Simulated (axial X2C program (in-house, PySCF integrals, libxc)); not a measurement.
## ScS: cheaper levels and CCSD(T), with spin–orbit coupling

Calculated with an in-house relativistic program for diatomic molecules. Two-component (2c) means X2C with spin–orbit coupling and atomic mean-field two-electron Coulomb and Gaunt terms. Basis: Sc dyall-cv3z [10s11p7d5f2g], S dyall-av3z [9s8p3d2f] (cores contracted in-house); Gaussian nuclei, density fitting, unrestricted open shells. Masses: Sc 44.956 u, S 31.972 u.

State: Ω = 1/2 (⟨Sz⟩ = 0.50, ⟨Lz⟩ = 0.00 at HF); fragments Sc + S.

```csv
level,Re (Å),ωe (cm⁻¹),De (eV)
PBE0,2.122,588.2,4.99
HF,2.150,606.8,2.33
MP2,2.158,573.4,4.69
PW91,2.138,558.3,5.66
```

Correlated methods: 9 electrons correlated (number of frozen shells: Sc 3 s, 2 p; S 2 s, 1 p), 301 virtual spin orbitals or spinors in MP2, 90 natural virtuals in coupled cluster.

CCSD(T), same Hamiltonian and basis:

Re = 2.169 Å, ωe = 558.2 cm⁻¹, De = 4.46 eV; T1 = 0.038 (Lee–Taylor normalisation).

**Question.** Give the differences from CCSD(T) in the columns below.

**Answer.** 

```json
{"level": "PBE0", "ΔRe (Å)": "-0.047", "Δωe (cm⁻¹)": "30", "ΔDe (eV)": "0.53"}
{"level": "HF", "ΔRe (Å)": "-0.019", "Δωe (cm⁻¹)": "49", "ΔDe (eV)": "-2.13"}
{"level": "MP2", "ΔRe (Å)": "-0.011", "Δωe (cm⁻¹)": "15", "ΔDe (eV)": "0.23"}
{"level": "PW91", "ΔRe (Å)": "-0.031", "Δωe (cm⁻¹)": "0", "ΔDe (eV)": "1.20"}
```

The state is a single determinant with fixed occupations, the lowest that a limited PBE0 search found. Dissociation energies refer to the lowest single-determinant-based atoms at the same level and basis. Density functionals use the spin component along the axis (collinear). CCSD and (T) use frozen natural virtuals with an MP2 correction for the truncation; (T) itself is uncorrected, so its De runs slightly low. The 2c atoms are single determinants rather than J levels; their spin–orbit lowering is only partly caught, and De is too large by that part. This holds for PBE0, PW91. Without a current term, density functionals place determinants with orbital angular momentum somewhat too high. The outer-core s and p shells of the metal are frozen in the correlated rows, which leaves out core–valence correlation; for alkali and alkaline-earth bonds that tends to lengthen them. Some points did not converge and are left out.
